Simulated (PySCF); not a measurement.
Argon: a sound run and one with changed settings

Sound run: Ar²⁺ [Ne] 3s2 3p4, Ar³⁺ [Ne] 3s2 3p3. All numbers are calculated (PySCF 2.14, the spin-free X2C one-electron Hamiltonian (Gaussian nucleus), in aug-cc-pVDZ-DK (5s4p2d, 27 functions)). The sound run starts from symmetry-adapted Hartree-Fock orbitals and uses a fine grid where one is needed.

A second run was set up differently.

```csv
species,method,sound run (hartree),changed run (hartree),converged
Ar²⁺,UHF,-527.09866,-527.09866,yes
Ar²⁺,M06-2X,-527.74970,-527.75194,yes
Ar²⁺,MN15,-527.85899,-527.85706,yes
Ar³⁺,UHF,-525.65441,-525.65441,yes
Ar³⁺,M06-2X,-526.25575,-526.26336,yes
Ar³⁺,MN15,-526.35428,-526.34929,yes
```

Ionisation energy of Ar²⁺:

```csv
method,sound run (eV),changed run (eV)
UHF,39.300,39.300
M06-2X,40.652,40.506
MN15,40.945,41.029
```

Problem. What was changed?
A. minimal basis
B. too few SCF iterations
C. basis contracted for another Hamiltonian
D. radial grid too coarse

Solution. D. It used radial step 0.3 in ln r (0.13 in the sound run). A coarse radial grid mis-integrates the density and the exchange-correlation energy, with errors of either sign; Hartree-Fock needs no grid.
